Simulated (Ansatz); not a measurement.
`OBNCS` + `[SiH3][GaH2]` → `O[BH][GaH2]` + `[SiH3]NCS`  (redistribution)

Isolated molecules relaxed with PBE0-D4/def2-TZVP in Ansatz; ΔE leaves out vibrations. CCSD(T)/CBS adds triple-zeta CCSD(T) − MP2 to the extrapolated MP2 energy (def2 sets, frozen cores). DFT in def2-TZVPP. B3LYP here is the variant with VWN-RPA as its local correlation; programs differ in this. For Ga outer-core shells are correlated without core-valence functions, which leaves a few kJ/mol of doubt a bond. Scalar relativity is left out up to krypton. Each species was taken in one conformer, which may not be the lowest.

Is it downhill or uphill in electronic energy at CCSD(T)/CBS, and by how much? (Best estimate.)

The calculation gave: Uphill: ΔE = +26.8 kcal/mol.

What do these levels give: PBE-D4, PBE0-D4, B3LYP-D4, r2SCAN, PBE0, B3LYP, HF/def2-TZVPP, MP2/def2-TZVPP, SCS-MP2/def2-TZVPP, CCSD/def2-TZVPP, MP2/def2-QZVPP, CCSD/CBS(def2)? (Estimate.)

Ansatz gave: PBE-D4 30.0, PBE0-D4 29.8, B3LYP-D4 27.9, r2SCAN 29.2, PBE0 29.7, B3LYP 27.7, HF/def2-TZVPP 25.2, MP2/def2-TZVPP 26.9, SCS-MP2/def2-TZVPP 25.7, CCSD/def2-TZVPP 26.9, MP2/def2-QZVPP 26.5, CCSD/CBS(def2) 26.4 kcal/mol.

Largest T1 diagnostic among the species: 0.014.

In def2-TZVPP, CCSD(T) changes the Hartree–Fock value by +2.2 kcal/mol (the triples alone add +0.5 kcal/mol) and MP2 by +1.7 kcal/mol.
